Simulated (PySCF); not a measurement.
**Question.** What does the PBE0-D3(BJ)/def2-SVP structure of `COC=C=C=CC#N` look like in three dimensions?

**Answer.** 
```xyz
13
C6H5NO angstrom
C     -2.1775    0.0713    0.0505
O     -2.0869    1.4402   -0.2934
C     -0.8735    1.9619   -0.3860
C      0.2783    1.3174   -0.1839
C      1.3791    0.7277    0.0022
C      2.5359    0.0941    0.2016
C      2.5909   -1.2812    0.5536
N      2.6484   -2.4051    0.8417
H     -3.2447   -0.1763    0.0745
H     -1.7239   -0.1122    1.0379
H     -1.6608   -0.5522   -0.6970
H     -0.8976    3.0229   -0.6566
H      3.4855    0.6303    0.0962
```

Any rigid rotation of these coordinates is as good. Atoms count from 1 in this order. Of the pairs four or more bonds apart, C4···H11 is among the closest relative to their van der Waals radii: 2.74 Å, 95 % of the sum of Bondi's values. The C–C distances run from 1.263 Å (C4=C5, drawn double) to 1.421 Å (C6–C7, drawn single), a spread of 0.158 Å. The C–O distances run from 1.324 Å (O2–C3, drawn single) to 1.414 Å (C1–O2, drawn single), a spread of 0.090 Å. O2 (ether oxygen) is bent (angle 117.2°).

Bonds between heavy atoms (Å): C1–O2 1.414, O2–C3 1.324, C3=C4 1.335, C4=C5 1.263, C5=C6 1.334, C6–C7 1.421, C7≡N8 1.162.

Theory: PBE0-D3(BJ)/def2-SVP geometry optimisation, gas phase in PySCF.

Point group: Cs (every atom within 0.08 Å of its image). PBE0-D3(BJ)/def2-SVP frequencies: not computed here. The numbers are those of one conformer (C1–O2–C3–C4 0°).
